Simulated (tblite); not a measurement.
C₆H₁₃NP (charge +1).
Geometry (GFN2-xTB, Å), atoms numbered from 1 in this order:
```xyz
21
C6H13NP angstrom
C      2.8589   -0.2368    0.4372
C      1.6453    0.6738    0.3298
P      0.1148   -0.3226    0.2133
N     -1.1928    0.5672   -0.2755
C     -1.5049    1.8335    0.3801
C     -2.3576   -0.1203   -0.8125
C      0.1953   -1.9894   -0.3918
C      0.0226   -1.9602    0.9399
H      2.8035   -0.8626    1.3255
H      2.9508   -0.8792   -0.4355
H      3.7586    0.3695    0.5089
H      1.6804    1.2995   -0.5672
H      1.5747    1.3221    1.2071
H     -1.9258    2.5119   -0.3624
H     -0.6015    2.2835    0.7868
H     -2.2320    1.7061    1.1851
H     -3.0955   -0.3475   -0.0392
H     -2.0539   -1.0467   -1.2984
H     -2.8235    0.5257   -1.5569
H      0.2856   -2.6930   -1.1950
H     -0.1121   -2.6174    1.7747
```

All values are computed: GFN2-xTB (tblite) harmonic vibrations without scaling, gas phase. This tight-binding method is rough: wavenumbers can miss measured ones by several per cent, in bad cases by 10 to 20. One conformer, not necessarily the lowest.

Harmonic wavenumbers (cm⁻¹): 44.5, 51.2, 120.5, 127.5, 149.2, 169.1, 188.8, 215.3, 234.7, 281.2, 291.0, 334.0, 377.8, 592.4, 684.1, 697.7, 748.4, 759.9, 787.3, 847.0, 930.0, 966.3, 991.3, 1000.6, 1022.3, 1030.5, 1063.8, 1069.4, 1108.8, 1176.9, 1188.1, 1216.2, 1253.6, 1393.1, 1407.3, 1414.1, 1418.0, 1448.3, 1458.0, 1467.2, 1472.6, 1473.9, 1479.6, 1561.4, 2938.1, 2947.6, 2970.8, 2977.6, 3011.8, 3013.2, 3020.0, 3034.8, 3040.1, 3045.3, 3054.4, 3120.8, 3139.9.

A = 2572, B = 1371, C = 1006 MHz; mass 130.079 u (most abundant isotopes); point group C1, symmetry number 1.

Question: Zero-point energy?

Answer: ½Σν̃ = 38514 cm⁻¹ = 110.11 kcal/mol.

Question: Entropy at 500 K, 1 bar (ideal gas, RRHO, classical rotation)?

Answer: Translation 43.10, rotation 30.44, vibration 57.84: S = 131.4 cal/(mol K).

Question: And Cp and H(500 K) − H(0)?

Answer: Cp = 61.32 cal/(mol K), of which vibrations give 53.37 (their classical limit is 57 R = 113.3); H(500 K) − H(0) = 18.33 kcal/mol without the zero-point energy, 14.36 from vibrations.

Question: Which modes carry the vibrational entropy at 500 K?

Answer: 44.5 cm⁻¹: 6.07; 51.2 cm⁻¹: 5.79; 120.5 cm⁻¹: 4.10; 127.5 cm⁻¹: 3.99; 149.2 cm⁻¹: 3.68; 169.1 cm⁻¹: 3.44 cal/(mol K); the other 51 give 30.76 together.

Question: Blend soft modes into free rotors: weight 1/[1 + (100 cm⁻¹/ν̃)⁴] for the oscillator and the rest for a rotor with moment μB/(μ + B), μ = h/(8π²ν), B = 10⁻⁴⁴ kg m². What vibrational entropy results?

Answer: 53.59 cal/(mol K) in place of 57.84, which changes −T·S at 500 K by +2.13 kcal/mol.

Hindered rotation and anharmonicity are outside this model. Other conformers, if any are populated, would add a mixing term that is left out. The structure is chiral; the term R ln 2 for an equal mix with its mirror image is left out.
